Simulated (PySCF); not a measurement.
Two-photon absorption: SMILES C=C(Cl)/C(Cl)=C\C=O, C$_{5}$H$_{4}$Cl$_{2}$O

Molfile (atoms numbered from 1):
```
C5H4Cl2O
     RDKit          3D

 12 11  0  0  0  0  0  0  0  0999 V2000
   -2.0110    0.1335   -0.0876 C   0  0  0  0  0  0  0  0  0  0  0  0
   -1.2001   -0.5774   -0.8772 C   0  0  0  0  0  0  0  0  0  0  0  0
   -1.5548   -0.8101   -2.5569 Cl  0  0  0  0  0  0  0  0  0  0  0  0
    0.0351   -1.2235   -0.3999 C   0  0  0  0  0  0  0  0  0  0  0  0
    0.1455   -2.9141   -0.7371 Cl  0  0  0  0  0  0  0  0  0  0  0  0
    1.0225   -0.6039    0.2764 C   0  0  0  0  0  0  0  0  0  0  0  0
    1.1010    0.8473    0.5086 C   0  0  0  0  0  0  0  0  0  0  0  0
    1.9495    1.3477    1.2061 O   0  0  0  0  0  0  0  0  0  0  0  0
   -2.9121    0.6033   -0.4859 H   0  0  0  0  0  0  0  0  0  0  0  0
   -1.7870    0.2356    0.9759 H   0  0  0  0  0  0  0  0  0  0  0  0
    1.8640   -1.1901    0.6550 H   0  0  0  0  0  0  0  0  0  0  0  0
    0.3418    1.4706   -0.0215 H   0  0  0  0  0  0  0  0  0  0  0  0
  1  2  2  0
  2  3  1  0
  2  4  1  0
  4  5  1  0
  4  6  2  0
  6  7  1  0
  7  8  2  0
  1  9  1  0
  1 10  1  0
  6 11  1  0
  7 12  1  0
M  END
```

Level of theory: PySCF, TDDFT CAM-B3LYP/aug-cc-pVDZ excited states, vertical, gas phase. Geometry: PBE0-D3(BJ)/def2-SVP.

Problem. How strongly do the lowest singlets absorb one photon, and two photons of half the energy?

Solution. δ for parallel linear polarisation; σ at the peak of a Lorentzian of half width 0.1 eV, single beam; Ω is circular over linear.
| state | E (eV) | f | photon λ (nm) | δ (au) | σ (GM) | Ω | main |
| --- | --- | --- | --- | --- | --- | --- | --- |
| S1 | 3.63 | 0.002 | 683 | 2 | 0.01 | 0.38 | HOMO→LUMO 0.53, HOMO−1→LUMO 0.27 |
| S2 | 5.03 | 0.182 | 493 | 117 | 1.08 | 0.55 | HOMO→LUMO 0.42, HOMO−1→LUMO 0.39 |
| S3 | 5.45 | 0.154 | 455 | 164 | 1.78 | 1.49 | HOMO−2→LUMO 0.69, HOMO−1→LUMO 0.19 |
| S4 | 6.04 | 0.109 | 410 | 84.5 | 1.13 | 0.38 | HOMO→LUMO+1 0.58, HOMO−1→LUMO 0.12 |
| S5 | 6.16 | 0.105 | 403 | 141 | 1.95 | 0.36 | HOMO−1→LUMO+1 0.68 |
| S6 | 6.28 | 0.013 | 395 | 5.88 | 0.09 | 0.27 | HOMO−4→LUMO 0.73 |

Among these, the strongest one-photon state is S2, the strongest two-photon state S5, with a dipole change of 3.0 D (relaxed, norm of the difference vector).
